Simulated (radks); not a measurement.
Sm+, configuration [Xe] 4f6 6s1 (the NIST ground configuration). Calculated with a radial shooting solver on a logarithmic mesh with Libxc functionals: scalar-relativistic Kohn-Sham, LDA (Slater exchange, VWN5 correlation), spin-unpolarised, spherical densities, finite nucleus; Fermi nuclear charge, rms radius 5.0819 fm; hard spherical wall at 2.5 bohr.

Radial electron density D(r) = 4 pi r^2 rho(r):

r (bohr)  D(r) (e/bohr)
0.00255           15.82
0.003294          22.77
0.004255          31.90
0.005496          43.16
0.0071            55.87
0.009171          68.39
0.01185           78.12
0.0153            82.32
0.01961           80.17
0.02533           74.60
0.03272           73.14
0.04227           82.66
0.0546            99.91
0.07053           109.1
0.09111           98.57
0.1177            82.64
0.1508            85.23
0.1948            95.66
0.2517            78.95
0.3251            46.53
0.4199            39.39
0.5424            45.48
0.7007            35.28
0.9051            20.69
1.16              14.46
1.498             10.59
1.935             5.343

D(r) has 4 maxima, at r = 0.0158, 0.0700, 0.196, 0.538 bohr, and minima at 0.0302, 0.129, 0.391 bohr, inside which lie 1.94, 11.10, 29.26 electrons.
